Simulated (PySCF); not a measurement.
# A ladder for the ionisation energy of Rh

Rh [Kr] 4d8 5s1 (4F) → Rh+ [Kr] 4d8 (3F). Scalar values calculated with PySCF 2.14 in def2-QZVPPD with the def2 core potential (28 electrons) (ECP; valence: 4s2 4p6 frozen; valence and next inner shell: nothing frozen). The spin-orbit shift comes from two-component X2C-1e calculations (generalised Hartree-Fock, GHF, and MP2 on its spinors, GMP2) in x2c-QZVPPall-2c: GMP2 gives 7.502 eV without and 7.501 eV with screened spin-orbit coupling, a shift of -0.001 eV (GHF: 0.000 eV). Sums use unrounded values; where a UHF row is shifted, it takes the GHF shift.

```json
{"method": "UHF", "scalar (eV)": "6.308", "plus spin-orbit shift (eV)": "6.308", "error (eV)": "-1.151"}
{"method": "LDA", "scalar (eV)": "8.204", "plus spin-orbit shift (eV)": "8.203", "error (eV)": "0.744"}
{"method": "PBE", "scalar (eV)": "7.905", "plus spin-orbit shift (eV)": "7.903", "error (eV)": "0.445"}
{"method": "PBE0", "scalar (eV)": "7.585", "plus spin-orbit shift (eV)": "7.584", "error (eV)": "0.125"}
{"method": "r2SCAN", "scalar (eV)": "7.810", "plus spin-orbit shift (eV)": "7.809", "error (eV)": "0.350"}
{"method": "MN15", "scalar (eV)": "7.694", "plus spin-orbit shift (eV)": "7.693", "error (eV)": "0.234"}
{"method": "LC-wPBE", "scalar (eV)": "7.261", "plus spin-orbit shift (eV)": "7.260", "error (eV)": "-0.199"}
{"method": "wB97X", "scalar (eV)": "7.081", "plus spin-orbit shift (eV)": "7.080", "error (eV)": "-0.379"}
{"method": "HSE06", "scalar (eV)": "7.632", "plus spin-orbit shift (eV)": "7.631", "error (eV)": "0.172"}
{"method": "MP2 (valence)", "scalar (eV)": "7.271", "plus spin-orbit shift (eV)": "7.270", "error (eV)": "-0.189"}
{"method": "SCS-MP2 (valence)", "scalar (eV)": "7.044", "plus spin-orbit shift (eV)": "7.043", "error (eV)": "-0.416"}
{"method": "MP2 (valence and next inner shell)", "scalar (eV)": "7.473", "plus spin-orbit shift (eV)": "7.471", "error (eV)": "0.012"}
{"method": "SCS-MP2 (valence and next inner shell)", "scalar (eV)": "7.214", "plus spin-orbit shift (eV)": "7.213", "error (eV)": "-0.246"}
{"method": "CCSD (valence)", "scalar (eV)": "7.185", "plus spin-orbit shift (eV)": "7.184", "error (eV)": "-0.275"}
{"method": "CCSD(T) (valence)", "scalar (eV)": "7.277", "plus spin-orbit shift (eV)": "7.276", "error (eV)": "-0.183"}
```

Reference: 7.459 eV (measured; NIST Atomic Spectra Database, ionization energies).

The errors of the correlated levels include the incompleteness of the basis and the frozen core, so a lower level can come closer by cancellation.

A first-order Landé estimate from the scalar orbitals gives -0.007 eV instead; single two-component determinants are not pure J levels in LS coupling, so the shift is uncertain by about that difference.
